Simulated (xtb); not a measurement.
ClMoO2, doublet, from a rough starting geometry (GFN-xTB shapes and energies of metal compounds can be far from the true ones) (the multiplicity is a formal guess); GFN2-xTB (xtb 6.7.1).

Here is a job for xtb.
```
$ xtb mol.xyz --gfn 2 --uhf 1 --opt vtight --json

# file mol.xyz
4

Mo     0.05600510    -0.07432125     0.04908352
O      1.59437450    -0.49988113    -0.39585365
O     -0.71257322    -0.78766960     1.33508410
Cl    -0.96735163     1.40171209    -0.98843516
```

Q: What does xtb print? Leave out banner, timings and long lists.

A: 
```
   ID    Z sym.   atoms
    1   42 Mo     1
    2    8 O      2, 3
    3   17 Cl     4

           -------------------------------------------------
          |                Calculation Setup                |
           -------------------------------------------------

           -------------------------------------------------
          |                 G F N 2 - x T B                 |
           -------------------------------------------------

          ...................................................
          :                      SETUP                      :
          :.................................................:
          :  # basis functions                  28          :
          :  # atomic orbitals                  26          :
          :  # shells                           10          :
          :  # electrons                        25          :
          :  max. iterations                   250          :
          :  Hamiltonian                  GFN2-xTB          :
          :  restarted?                      false          :
          :  GBSA solvation                  false          :
          :  PC potential                    false          :
          :  electronic temp.          300.0000000     K    :
          :  accuracy                    1.0000000          :
          :  -> integral cutoff          0.2500000E+02      :
          :  -> integral neglect         0.1000000E-07      :
          :  -> SCF convergence          0.1000000E-05 Eh   :
          :  -> wf. convergence          0.1000000E-03 e    :
          :  Broyden damping             0.4000000          :
          :  net charge                          0          :
          :  unpaired electrons                  1          :
          ...................................................

 iter      E             dE          RMSdq      gap      omega  full diag
   1    -13.8863547 -0.138864E+02  0.225E+01    2.09       0.0  T
   2    -13.9878641 -0.101509E+00  0.248E+01    0.05       1.0  T
   3    -14.7001034 -0.712239E+00  0.127E+01    1.45       1.0  T
   4    -14.7406719 -0.405685E-01  0.109E+01    1.56       1.0  T
   5    -14.8387883 -0.981164E-01  0.242E+00    2.23       1.0  T
   6    -14.5019483  0.336840E+00  0.233E+01    2.29       1.0  T
   7    -14.5534369 -0.514886E-01  0.203E+01    2.36       1.0  T
   8    -14.8251247 -0.271688E+00  0.805E+00    1.88       1.0  T
   9    -14.8104186  0.147061E-01  0.791E+00    1.82       1.0  T
  10    -14.8309032 -0.204846E-01  0.569E+00    2.01       1.0  T
  11    -14.8361174 -0.521423E-02  0.425E+00    2.10       1.0  T
  12    -14.8407133 -0.459585E-02  0.202E+00    2.22       1.0  T
  13    -14.8403183  0.394993E-03  0.212E+00    2.22       1.0  T
  14    -14.8422461 -0.192780E-02  0.930E-01    2.28       1.0  T
  15    -14.8425769 -0.330767E-03  0.452E-01    2.30       1.0  T
  16    -14.8426681 -0.912560E-04  0.106E-01    2.32       1.0  T
  17    -14.8426716 -0.350417E-05  0.306E-02    2.32       1.6  T
  18    -14.8426715  0.152155E-06  0.355E-02    2.32       1.4  T
  19    -14.8426710  0.434767E-06  0.457E-02    2.32       1.1  T
  20    -14.8426708  0.261268E-06  0.476E-02    2.32       1.1  T
  21    -14.8426715 -0.723322E-06  0.259E-02    2.32       1.9  T
  22    -14.8426718 -0.295875E-06  0.607E-03    2.32       8.2  T
  23    -14.8426718 -0.219729E-07  0.101E-03    2.33      49.5  T
  24    -14.8426718 -0.760229E-09  0.247E-04    2.33     202.4  T
  25    -14.8426718 -0.220766E-10  0.399E-05    2.33    1253.8  T

   *** convergence criteria satisfied after 25 iterations ***

         :::::::::::::::::::::::::::::::::::::::::::::::::::::
         ::                     SUMMARY                     ::
         :::::::::::::::::::::::::::::::::::::::::::::::::::::
         :: total energy             -14.787854504201 Eh    ::
         :: gradient norm              0.040880504811 Eh/a0 ::
         :: HOMO-LUMO gap              2.325242970100 eV    ::
[...]
 * total energy  :   -14.7878545 Eh     change       -0.6377121E-12 Eh
 * total energy  :   -14.7890379 Eh     change       -0.1183410E-02 Eh
 * total energy  :   -14.7892064 Eh     change       -0.1684609E-03 Eh
 * total energy  :   -14.7892077 Eh     change       -0.1373434E-05 Eh
 * total energy  :   -14.7892082 Eh     change       -0.4808244E-06 Eh
 * total energy  :   -14.7892084 Eh     change       -0.1422274E-06 Eh
 * total energy  :   -14.7892085 Eh     change       -0.1112260E-06 Eh
 * total energy  :   -14.7892086 Eh     change       -0.8801418E-07 Eh
   *** GEOMETRY OPTIMIZATION CONVERGED AFTER 8 ITERATIONS ***
         :: total energy             -14.789208571034 Eh    ::
[...]
         2        2.0000           -0.6937736             -18.8785
         3        2.0000           -0.6808858             -18.5278
         4        2.0000           -0.5344805             -14.5440
         5        2.0000           -0.5333426             -14.5130
         6        2.0000           -0.5300433             -14.4232
         7        2.0000           -0.5081075             -13.8263
         8        2.0000           -0.4995987             -13.5948
         9        2.0000           -0.4989713             -13.5777
        10        2.0000           -0.4745067             -12.9120
        11        2.0000           -0.4736076             -12.8875
        12        2.0000           -0.4579953             -12.4627
        13        1.0000           -0.4343927             -11.8204 (HOMO)
        14                         -0.3484549              -9.4819 (LUMO)
        15                         -0.2815063              -7.6602
        16                         -0.2012042              -5.4750
        17                         -0.1750552              -4.7635
        18                         -0.1443044              -3.9267
        19                         -0.0553302              -1.5056
        20                         -0.0524279              -1.4266
        21                         -0.0339436              -0.9237
        22                         -0.0289689              -0.7883
        23                         -0.0128688              -0.3502
        24                          0.1273573               3.4656
       ...                                ...                  ...
        26                          0.5050519              13.7432
      -------------------------------------------------------------
                  HL-Gap            0.0859378 Eh            2.3385 eV
             Fermi-level           -0.4188089 Eh          -11.3964 eV

     #   Z          covCN         q      C6AA      α(0)
     1  42 Mo       2.449     0.972   344.037    44.626
     2   8 O        0.804    -0.463    23.009     6.430
     3   8 O        0.804    -0.463    23.009     6.430
     4  17 Cl       0.840    -0.046   100.517    15.338

 Mol. C6AA /au·bohr⁶  :       1397.204670
 Mol. C8AA /au·bohr⁸  :      90907.630244
 Mol. α(0) /au        :         72.823757

Wiberg/Mayer (AO) data.
largest (>0.10) Wiberg bond orders for each atom

 ---------------------------------------------------------------------------
     #   Z sym  total        # sym  WBO       # sym  WBO       # sym  WBO
 ---------------------------------------------------------------------------
     1  42 Mo   5.816 --     3 O    2.168     2 O    2.168     4 Cl   1.481
     2   8 O    2.346 --     1 Mo   2.168     3 O    0.101
     3   8 O    2.346 --     1 Mo   2.168     2 O    0.101
     4  17 Cl   1.634 --     1 Mo   1.481
 ---------------------------------------------------------------------------

Topologies differ in total number of bonds
Writing topology from bond orders to xtbtopo.mol

molecular dipole:
                 x           y           z       tot (Debye)
 q only:       -0.593       0.868      -0.627
   full:       -0.963       1.414      -1.017       5.058
molecular quadrupole (traceless):
                xx          xy          yy          xz          yz          zz
 q only:       -2.445       0.860       2.343       3.510       2.497       0.102
  q+dip:       -2.281       0.734       2.213       3.295       2.264       0.068
   full:       -2.552       0.840       2.469       3.681       2.551       0.083

optimized geometry written to: xtbopt.xyz

           -------------------------------------------------
          | TOTAL ENERGY              -14.789208571034 Eh   |
          | GRADIENT NORM               0.000194345152 Eh/α |
          | HOMO-LUMO GAP               2.338486966133 eV   |
           -------------------------------------------------

normal termination of xtb
```
